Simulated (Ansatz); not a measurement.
Sn12O20H18²⁺ (started as a model of: [(RSn)12O14(OH)6]2+, R = H). Total charge 2; singlet. Geometry r2SCAN-D4/def2-SVP, basis def2-SVP, Ansatz.

```xyz
50

Sn    2.479   -0.763    2.300
Sn    0.123   -3.081    1.584
Sn   -0.697   -0.335    3.379
Sn   -0.895   -2.689   -1.567
Sn   -2.253    1.856    1.404
Sn    3.005    1.147   -0.383
Sn    0.895    2.689    1.567
Sn    2.253   -1.856   -1.404
Sn   -3.005   -1.147    0.383
Sn   -2.479    0.763   -2.300
Sn   -0.123    3.081   -1.584
Sn    0.697    0.335   -3.379
O     0.459   -1.007    1.751
O     2.367    1.251    1.628
O     3.000   -0.870    0.241
O     0.847   -2.988   -0.413
O    -1.605   -2.657    0.421
O    -0.535    1.642    2.614
O    -2.355   -0.148    2.061
O     0.535   -1.642   -2.614
O    -2.367   -1.251   -1.628
O    -0.847    2.988    0.413
O    -3.000    0.870   -0.241
O     1.606    2.657   -0.421
O     2.355    0.148   -2.061
O    -0.459    1.007   -1.751
O     2.113   -2.868    2.333
O     1.336   -0.264    4.035
O    -0.898   -2.462    3.357
O    -2.113    2.868   -2.333
O    -1.336    0.265   -4.035
O     0.898    2.462   -3.356
H     2.727   -3.572    2.592
H     1.667   -0.021    4.912
H    -1.381   -3.018    3.986
H    -2.727    3.572   -2.591
H    -1.667    0.019   -4.912
H     1.381    3.018   -3.986
H     4.020   -0.773    3.019
H    -0.034   -4.762    1.788
H    -1.445   -0.037    4.877
H    -1.366   -4.087   -2.397
H    -3.432    2.832    2.126
H     4.571    1.753   -0.594
H     1.366    4.087    2.397
H     3.432   -2.832   -2.126
H    -4.571   -1.753    0.594
H    -4.019    0.773   -3.020
H     0.034    4.762   -1.789
H     1.445    0.037   -4.877
```

```csv
run,HOMO (eV),LUMO (eV)
A,-13.52,-7.28
B,-12.16,-8.12
C,-12.51,-7.95
D,-13.27,-7.53
```

In the def2 sets Sn takes a core potential; there is no spin–orbit coupling. B3LYP takes the VWN-RPA correlation. Single mean-field runs in def2-SVP are fitted with def2-universal-jkfit.

Q: The runs used B3LYP, PBE, PBE0, r2SCAN. Estimate which is which.

A: A PBE0 (25 % exact exchange); B PBE (0 % exact exchange); C r2SCAN (0 % exact exchange); D B3LYP (20 % exact exchange). Exact exchange lowers occupied and raises empty levels; among semilocal functionals meta-GGAs tend to open the gap a little, and such runs are hard to tell apart. The gap grows from 4.04 eV (PBE) to 6.23 eV (PBE0).
